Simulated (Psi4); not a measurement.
H$_{6}$GeSi, charge -1, doublet, at the geometry of the source list (a state made from the parent by changing its charge; the spin is typed, not shown lowest) (a gas-phase anion, which may not be bound at this level); Psi4 with HF/3-21G.

Psi4 was given this input:
```
memory 2 GB

molecule mol {
-1 2
  Si   -1.211100    0.123300    0.021700
  Ge    1.105600   -0.108200   -0.020100
  H    -1.781500   -0.709800    1.081000
  H    -1.582200    1.516300    0.266700
  H    -1.775700   -0.295200   -1.262100
  H     1.611000   -1.425500   -0.541400
  H     1.845800    0.893200   -0.858400
  H     1.788200    0.006000    1.312600
}

set basis 3-21g
set reference uhf
set stability_analysis check
set scf_type pk

energy('scf')
print_variables()
```

Question: What does Psi4 print? Leave out banner, timings and long lists.

Answer: 
```
   => Loading Basis Set <=

    Name: 3-21G
    Role: ORBITAL
    Keyword: BASIS

         ---------------------------------------------------------
                                   SCF
               by Justin Turney, Rob Parrish, Andy Simmonett
                          and Daniel G. A. Smith
                              UHF Reference
         ---------------------------------------------------------

  ==> Geometry <==

    Molecular point group: c1
    Full point group: C1

    Geometry (in Angstrom), charge = -1, multiplicity = 2:

       Center              X                  Y                   Z               Mass
    ------------   -----------------  -----------------  -----------------  -----------------
         SI          -1.655315114410     0.165579229828     0.029855342469    27.976926534650
         GE           0.661384885590    -0.065920770172    -0.011944657531    73.921177761000
         H           -2.225715114410    -0.667520770172     1.089155342469     1.007825032230
         H           -2.026415114410     1.558579229828     0.274855342469     1.007825032230
         H           -2.219915114410    -0.252920770172    -1.253944657531     1.007825032230
         H            1.166784885590    -1.383220770172    -0.533244657531     1.007825032230
         H            1.401584885590     0.935479229828    -0.850244657531     1.007825032230
         H            1.343984885590     0.048279229828     1.320755342469     1.007825032230

  Running in c1 symmetry.

  Rotational constants: A =      1.49658  B =      0.12473  C =      0.12472 [cm^-1]
  Rotational constants: A =  44866.34162  B =   3739.31625  C =   3738.94471 [MHz]
  Nuclear repulsion =  176.299913331175418

  Charge       = -1
  Multiplicity = 2
  Electrons    = 53
  Nalpha       = 27
  Nbeta        = 26

  ==> Algorithm <==

  SCF Algorithm Type is PK.
  DIIS enabled.
  MOM disabled.
  Fractional occupation disabled.
  Guess Type is SAD.
  Energy threshold   = 1.00e-06
  Density threshold  = 1.00e-06
  Integral threshold = 1.00e-12

  ==> Primary Basis <==

  Basis Set: 3-21G
    Blend: 3-21G
    Number of shells: 29
    Number of basis functions: 48
    Number of Cartesian functions: 48
    Spherical Harmonics?: false
    Max angular momentum: 2

  ==> Integral Setup <==

  Using in-core PK algorithm.
   Calculation information:
      Number of atoms:                   8
      Number of AO shells:              29
      Number of primitives:             57
      Number of atomic orbitals:        48
      Number of basis functions:        48

      Integral cutoff                 1.00e-12
      Number of threads:                 1

  Performing in-core PK
  Using 1384152 doubles for integral storage.
  We computed 81169 shell quartets total.
  Whereas there are 94830 unique shell quartets.

  ==> DiskJK: Disk-Based J/K Matrices <==

    J tasked:                  Yes
    K tasked:                  Yes
    wK tasked:                  No
    Schwarz Cutoff:          1E-12

  Minimum eigenvalue in the overlap matrix is 9.8514340590E-03.
  Reciprocal condition number of the overlap matrix is 2.3723113608E-03.
    Using symmetric orthogonalization.

  ==> Pre-Iterations <==

  SCF Guess: Superposition of Atomic Densities via on-the-fly atomic UHF (no occupation information).

   -------------------------
    Irrep   Nso     Nmo
   -------------------------
     A         48      48
   -------------------------
    Total      48      48
   -------------------------

  ==> Iterations <==

                        Total Energy        Delta E     RMS |[F,P]|

   @UHF iter SAD: -2351.91176511089361   -2.35191e+03   0.00000e+00
   @UHF iter   1: -2355.41794885250238   -3.50618e+00   2.18147e-02 ADIIS/DIIS
   @UHF iter   2: -2356.01382230907166   -5.95873e-01   4.87375e-03 ADIIS/DIIS
   @UHF iter   3: -2356.05397988601680   -4.01576e-02   6.37950e-04 ADIIS/DIIS
   @UHF iter   4: -2356.05558902819848   -1.60914e-03   2.28045e-04 ADIIS/DIIS
   @UHF iter   5: -2356.05594193078787   -3.52903e-04   1.17536e-04 ADIIS/DIIS
   @UHF iter   6: -2356.05607717231214   -1.35242e-04   5.52009e-05 DIIS
   @UHF iter   7: -2356.05611388270290   -3.67104e-05   2.01598e-05 DIIS
   @UHF iter   8: -2356.05612045245698   -6.56975e-06   1.17915e-05 DIIS
   @UHF iter   9: -2356.05612458427913   -4.13182e-06   1.04873e-05 DIIS
   @UHF iter  10: -2356.05612817517613   -3.59090e-06   1.03304e-05 DIIS
   @UHF iter  11: -2356.05613312940113   -4.95423e-06   1.02744e-05 DIIS
   @UHF iter  12: -2356.05614116902234   -8.03962e-06   1.02366e-05 DIIS
   @UHF iter  13: -2356.05618944920479   -4.82802e-05   1.08918e-05 DIIS
   @UHF iter  14: -2356.05617911931131    1.03299e-05   1.03401e-05 DIIS
   @UHF iter  15: -2356.05626002012696   -8.09008e-05   2.43377e-05 DIIS
   @UHF iter  16: -2356.05630443418249   -4.44141e-05   3.79376e-05 DIIS
   @UHF iter  17: -2356.05632031193318   -1.58778e-05   5.31550e-05 DIIS
   @UHF iter  18: -2356.05630062739647    1.96845e-05   4.88472e-05 DIIS
   @UHF iter  19: -2356.05634937548666   -4.87481e-05   8.55324e-05 DIIS
   @UHF iter  20: -2356.05634388968656    5.48580e-06   8.90816e-05 DIIS
   @UHF iter  21: -2356.05635862131749   -1.47316e-05   8.91912e-05 DIIS
   @UHF iter  22: -2356.05634285820270    1.57631e-05   6.69707e-05 DIIS
   @UHF iter  23: -2356.05618906760628    1.53791e-04   1.09976e-05 DIIS
   @UHF iter  24: -2356.05626144378039   -7.23762e-05   1.06409e-05 DIIS
   @UHF iter  25: -2356.05621360181067    4.78420e-05   1.08378e-05 DIIS
   @UHF iter  26: -2356.05561481495943    5.98787e-04   4.88563e-04 ADIIS/DIIS
   @UHF iter  27: -2356.05580137758034   -1.86563e-04   4.37959e-04 ADIIS/DIIS
   @UHF iter  28: -2356.05536764920453    4.33728e-04   5.47455e-04 ADIIS/DIIS
   @UHF iter  29: -2356.05458798545169    7.79664e-04   6.99409e-04 ADIIS/DIIS
   @UHF iter  30: -2356.05473379549767   -1.45810e-04   6.74330e-04 ADIIS/DIIS
   @UHF iter  31: -2356.05603307416777   -1.29928e-03   3.61990e-04 ADIIS/DIIS
[...]
   @UHF iter  43: -2356.05576849565841   -1.51329e-04   2.46264e-04 ADIIS/DIIS
   @UHF iter  44: -2356.05549294599996    2.75550e-04   3.42101e-04 ADIIS/DIIS
   @UHF iter  45: -2356.05546509448550    2.78515e-05   3.49360e-04 ADIIS/DIIS
   @UHF iter  46: -2356.05556502881700   -9.99343e-05   3.19177e-04 ADIIS/DIIS
   @UHF iter  47: -2356.05571327978896   -1.48251e-04   2.77412e-04 ADIIS/DIIS
   @UHF iter  48: -2356.05633996890856   -6.26689e-04   4.79463e-05 DIIS
   @UHF iter  49: -2356.05576168741209    5.78281e-04   2.33533e-04 ADIIS/DIIS
   @UHF iter  50: -2356.05640352782166   -6.41840e-04   1.02164e-05 DIIS
   @UHF iter  51: -2356.05644972797381   -4.62002e-05   4.80049e-05 DIIS
   @UHF iter  52: -2356.05616962576232    2.80102e-04   1.12192e-04 ADIIS/DIIS
   @UHF iter  53: -2356.05577179428519    3.97831e-04   2.66890e-04 ADIIS/DIIS
   @UHF iter  54: -2356.05575388743000    1.79069e-05   2.70969e-04 ADIIS/DIIS
   @UHF iter  55: -2356.05587521221423   -1.21325e-04   2.27868e-04 ADIIS/DIIS
   @UHF iter  56: -2356.05577737477415    9.78374e-05   2.63365e-04 ADIIS/DIIS
   @UHF iter  57: -2356.05584029345391   -6.29187e-05   2.34982e-04 ADIIS/DIIS
   @UHF iter  58: -2356.05612672121470   -2.86428e-04   1.25659e-04 ADIIS/DIIS
   @UHF iter  59: -2356.05610850464973    1.82166e-05   1.26660e-04 ADIIS/DIIS
   @UHF iter  60: -2356.05607862233092    2.98823e-05   1.30068e-04 ADIIS/DIIS
   @UHF iter  61: -2356.05606867001961    9.95231e-06   1.02701e-04 ADIIS/DIIS
   @UHF iter  62: -2356.05623779986172   -1.69130e-04   1.16286e-05 DIIS
   @UHF iter  63: -2356.05635931077131   -1.21511e-04   5.58647e-05 DIIS
   @UHF iter  64: -2356.05616776396573    1.91547e-04   7.83865e-05 DIIS
   @UHF iter  65: -2356.05615423280233    1.35312e-05   8.55593e-05 DIIS
   @UHF iter  66: -2356.05595874989240    1.95483e-04   1.74159e-04 ADIIS/DIIS
   @UHF iter  67: -2356.05604547487474   -8.67250e-05   1.31836e-04 ADIIS/DIIS
   @UHF iter  68: -2356.05603665402441    8.82085e-06   1.54199e-04 ADIIS/DIIS
   @UHF iter  69: -2356.05592139514192    1.15259e-04   2.13220e-04 ADIIS/DIIS
   @UHF iter  70: -2356.05618332042422   -2.61925e-04   6.70602e-05 DIIS
   @UHF iter  71: -2356.05621732971622   -3.40093e-05   6.92246e-05 DIIS
   @UHF iter  72: -2356.05615043659327    6.68931e-05   9.74540e-05 DIIS
   @UHF iter  73: -2356.05611517815851    3.52584e-05   1.45340e-04 ADIIS/DIIS
   @UHF iter  74: -2356.05629631459533   -1.81136e-04   1.24747e-05 DIIS
   @UHF iter  75: -2356.05635199421295   -5.56796e-05   1.87611e-05 DIIS
   @UHF iter  76: -2356.05584913065877    5.02864e-04   2.18127e-04 ADIIS/DIIS
   @UHF iter  77: -2356.05553992314981    3.09208e-04   3.22100e-04 ADIIS/DIIS
   @UHF iter  78: -2356.05595294181603   -4.13019e-04   1.84265e-04 ADIIS/DIIS
   @UHF iter  79: -2356.05590555969138    4.73821e-05   2.03772e-04 ADIIS/DIIS
   @UHF iter  80: -2356.05592278154381   -1.72219e-05   1.89025e-04 ADIIS/DIIS
   @UHF iter  81: -2356.05584014346459    8.26381e-05   2.12185e-04 ADIIS/DIIS
   @UHF iter  82: -2356.05610721193534   -2.67068e-04   9.29156e-05 DIIS
   @UHF iter  83: -2356.05610218507854    5.02686e-06   9.52513e-05 DIIS
   @UHF iter  84: -2356.05614142301511   -3.92379e-05   7.21877e-05 DIIS
   @UHF iter  85: -2356.05636614023388   -2.24717e-04   3.32489e-05 DIIS
   @UHF iter  86: -2356.05609142633693    2.74714e-04   8.21254e-05 DIIS
   @UHF iter  87: -2356.05616222942035   -7.08031e-05   5.56008e-05 DIIS
   @UHF iter  88: -2356.05612138793094    4.08415e-05   4.20655e-05 DIIS
   @UHF iter  89: -2356.05619740281963   -7.60149e-05   5.84239e-05 DIIS
   @UHF iter  90: -2356.05609207713678    1.05326e-04   7.10550e-05 DIIS
   @UHF iter  91: -2356.05618358696393   -9.15098e-05   7.36860e-05 DIIS
   @UHF iter  92: -2356.05589343913607    2.90148e-04   1.65747e-04 ADIIS/DIIS
   @UHF iter  93: -2356.05623357272225   -3.40134e-04   9.34808e-05 DIIS
   @UHF iter  94: -2356.05625587475242   -2.23020e-05   1.65590e-04 ADIIS/DIIS
   @UHF iter  95: -2356.05505529633638    1.20058e-03   6.10535e-04 ADIIS/DIIS
   @UHF iter  96: -2356.05598185536928   -9.26559e-04   3.46659e-04 ADIIS/DIIS
   @UHF iter  97: -2356.05598093381559    9.21554e-07   3.47473e-04 ADIIS/DIIS
   @UHF iter  98: -2356.05627625242369   -2.95319e-04   1.88786e-04 ADIIS/DIIS
   @UHF iter  99: -2356.05625241875714    2.38337e-05   1.72068e-04 ADIIS/DIIS
   @UHF iter 100: -2356.05620362033596    4.87984e-05   1.00580e-04 ADIIS/DIIS

PsiException: Could not converge SCF iterations in 100 iterations.

  Failed to converge.

Traceback (most recent call last):
  File "psi4", line 375, in <module>
  File "<string>", line 31, in <module>
  File "site-packages/psi4/driver/driver.py", line 533, in energy
  File "site-packages/psi4/driver/procrouting/proc.py", line 2760, in run_scf
  File "site-packages/psi4/driver/procrouting/proc.py", line 2047, in scf_helper
  File "site-packages/psi4/driver/procrouting/scf_proc/scf_iterator.py", line 93, in scf_compute_energy
  File "site-packages/psi4/driver/procrouting/scf_proc/scf_iterator.py", line 86, in scf_compute_energy
  File "site-packages/psi4/driver/procrouting/scf_proc/scf_iterator.py", line 609, in scf_iterate

psi4.driver.p4util.exceptions.SCFConvergenceError: Could not converge SCF iterations in 100 iterations.

Printing out the relevant lines from the Psithon --> Python processed input file:
    core.IO.set_default_namespace("mol")
    core.set_global_option("BASIS", "3-21g")
    core.set_global_option("REFERENCE", "uhf")
    core.set_global_option("STABILITY_ANALYSIS", "check")
    core.set_global_option("SCF_TYPE", "pk")
--> energy('scf')
    print_variables()

!-------------------------------------------------------!
!                                                       !
!  Could not converge SCF iterations in 100 iterations. !
!                                                       !
!-------------------------------------------------------!
```

The run did not converge; its last values are not results.
